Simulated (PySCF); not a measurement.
Predicted microwave data (PySCF 2.14.0, PBE0-D3(BJ)/def2-SVP geometry optimisation, gas phase) for one isomer of [C4H12BO]-:

| Item | Value |
| --- | --- |
| Rotational constants | A = 6590, B = 1656, C = 1514 MHz |
| Dipole components (about the centre of mass) | \|μa\| = 3.45 D, \|μb\| = 3.82 D, \|μc\| = 0.59 D |
| Inertial defect | -48.18 u·Å² |
| κ | -0.94 |

**Question.** Which candidate fits, each taken in the one conformer that was computed?
A. `[CH3:1][CH2:2][CH2:3][BH2-:4][O:5][CH3:6]` (charge -1) with C1–C2–C3–B4 177°, C2–C3–B4–O5 -57°, C3–B4–O5–C6 -68°
B. `[CH3:1][C:2]([CH3:3])([CH3:4])[BH2-:5][OH:6]` (charge -1) with C2–B5–O6–H -71°

**Answer.** A. It is CCC[BH2-]OC, a near-prolate asymmetric top, point group C1. The candidates at the same level (rigid rotor, commonest isotopes):

```tsv
SMILES	A (MHz)	B (MHz)	C (MHz)	μa (D)	μb (D)	μc (D)	Δ (u·Å²)	point group	rotor
CC(C)(C)[BH2-]O	4361	2441	2425	3.02	3.31	0.08	-114.52	–	–
CCC[BH2-]OC	6590	1656	1514	3.45	3.82	0.59	-48.18	C1	near-prolate asymmetric top
```

`CC(C)(C)[BH2-]O` has C 60 % too high. No structure here is proved a minimum.
